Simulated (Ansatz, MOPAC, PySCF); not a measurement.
Isomers of C3H10OSi: 1 is C[Si](C)(O)C, 2 is CO[SiH](C)C; one conformer of each (the lowest of an xTB search), B3LYP-D3(BJ)/def2-TZVP minima.
Isomer 1 (charge 0, multiplicity 1):
```xyz
15

C      1.501    -0.407    -0.996
Si     0.153    -0.072     0.249
C     -0.382     1.723     0.191
C     -1.333    -1.171    -0.061
O      0.837    -0.425     1.725
H      1.822    -1.450    -0.953
H      1.156    -0.202    -2.012
H      2.374     0.221    -0.804
H     -0.799     1.977    -0.787
H      0.462     2.391     0.379
H     -1.150     1.937     0.939
H     -1.767    -0.975    -1.045
H     -2.117    -1.003     0.682
H     -1.056    -2.227    -0.021
H      0.298    -0.316     2.512
```
Isomer 2 (charge 0, multiplicity 1):
```xyz
15

C      2.2877    -0.3663    -0.1293
O      0.9821    -0.8558     0.1095
Si    -0.3937    -0.0776    -0.3764
C     -1.8132    -1.2053     0.0505
C     -0.5573     1.5909     0.4559
H      2.4462    -0.1455    -1.1907
H      3.0019    -1.1319     0.1751
H      2.4865     0.5422     0.4487
H     -0.3224     0.1424    -1.8491
H     -1.8641    -1.3724     1.1285
H     -1.7018    -2.1750    -0.4374
H     -2.7630    -0.7710    -0.2701
H     -1.4699     2.0951     0.1280
H      0.2833     2.2452     0.2147
H     -0.6023     1.4850     1.5422
```

No zero-point or thermal terms.

Correlated levels freeze the cores. Rows in 6-31G* carry no dispersion term and start afresh at each structure (6-31G* with six Cartesian d functions). The state that PM3 reach isn't checked.

The values were computed with Ansatz (a first-principles code); MOPAC for PM3 (differences of heats of formation); PySCF for 6-31G* rows, the dispersion terms. Each number belongs to the level named beside it.

```tsv
level	electronic energy of isomer 2 less that of isomer 1 (kcal/mol)
PM3	20.73
HF/cc-pV(D+d)Z	18.80
PBE/def2-TZVPP	23.43
B3LYP/6-31G*	16.00
PBE0-D4/def2-TZVPP	24.18
wB97M-V/def2-TZVPP	24.30
MP2/cc-pV(D+d)Z	___
SCS-MP2/cc-pV(D+d)Z	20.52
CCSD/cc-pV(D+d)Z	20.63
```

### Question
Fill in the missing entries.

### Answer

- MP2/cc-pV(D+d)Z, electronic energy of isomer 2 less that of isomer 1 (kcal/mol): 22.55
